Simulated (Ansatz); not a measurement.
Basis-set extrapolation for CH6AlFOSi (PBE0-D4/def2-TZVP geometry, frozen core, the Gaussian-basis code of Ansatz). Multiplicity 1, RHF reference.

```
                      def2-TZVPP   def2-QZVPP
                 HF  -746.677197  -746.703811
    MP2 correlation    -0.864644    -0.935559
CCSD(T) correlation    -0.939130      not run
```

Energies in hartree. Use E(X) = E(∞) + A·exp(−7.88·√X) for Hartree–Fock and E(X) = E(∞) + B·X^(−2.97) for correlation, with X = 3 and 4, and add CCSD(T) minus MP2 of the smaller set to the MP2 limit.

What is the CCSD(T) energy at the basis-set limit?

HF limit: -746.703811 + (-0.026614) × 0.13774 = -746.70748. MP2 limit: -0.935559 + (-0.070915) × 0.74074 = -0.98809. Higher-order term: -0.939130 − (-0.864644) = -0.07449. Total: -747.77006 hartree, 403.6 kJ/mol below CCSD(T)/def2-TZVPP.
